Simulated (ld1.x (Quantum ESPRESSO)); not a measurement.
Which change was made? (Ce, TM)

* Element: Ce (Z = 58)
* Generator: ld1.x (Quantum ESPRESSO) 7.5
* Type: norm-conserving Troullier–Martins (Kleinman–Bylander form)
* Functional: PBE
* Relativity: scalar-relativistic
* Frozen core: [Xe] 4f1
* Valence charge: 3
* Reference configuration: 5d1 6s1.5 6p0.5
* Partial waves: 6s (bound): rc 3.30 bohr; 5d (bound): rc 3.55 bohr; 5f channel at 0.2 Ry: rc 3.35 bohr; 6p (bound): rc 3.45 bohr
* Local potential: the p channel
* Core correction: Bessel-smoothed model core inside 2.35 bohr

Cutoffs, loose and tight: the cutoffs (Ry, on a coarse ladder) from which the occupation-weighted sum of valence levels, in a spherical-Bessel basis at the reference potential, stays within 10 and 1 mRy of its value at 400 Ry. They do not see the model core or the augmentation charge, which bear on the density cutoff. Test errors are all-electron minus pseudo excitation energies from the reference, over the configurations 5d1 6s2 6p0; 5d1 6s1 6p0; 5d1 6s0 6p0; 5d1 6s1.5 6p0; 5d1 6s0 6p2; 5d1 6s0 6p1; 5d2 6s1 6p0; variants that change the core or the reference have their own tests.

The base gives: outcome: generated; cutoff, loose: 10 Ry; cutoff, tight: 15 Ry; bound ghosts: s; largest test error (meV): -79.

Q: After one change the result is: outcome: generated; cutoff, loose: 140 Ry; cutoff, tight: 160 Ry; bound ghosts: none; largest test error (meV): -727 over the solved tests; 2 of 7 tests not solved or not reliable. Which change was it?
A. reference 5d1 6s2 6p0
B. core [Kr] 4d10 5s2, valence charge 10; reference 4f1 5p6 5d1 6s2 6p0; waves now 5p (bound): rc 2.95 bohr; 5d (bound): rc 2.15 bohr; 4f (bound): rc 1.60 bohr; 6s (bound): rc 3.45 bohr; local potential the s channel; core correction Bessel-smoothed model core, default radius (core density twice the valence density)
C. wave 5d (bound): rc 3.55 bohr becomes 5d (bound): rc 4.40 bohr

A: B. The others give: reference 5d1 6s2 6p0 → outcome: generated; cutoff, loose: 10 Ry; cutoff, tight: 15 Ry; bound ghosts: s; largest test error (meV): -139 | wave 5d (bound): rc 3.55 bohr becomes 5d (bound): rc 4.40 bohr → outcome: generated; cutoff, loose: 8 Ry; cutoff, tight: 12 Ry; bound ghosts: s; largest test error (meV): -58.
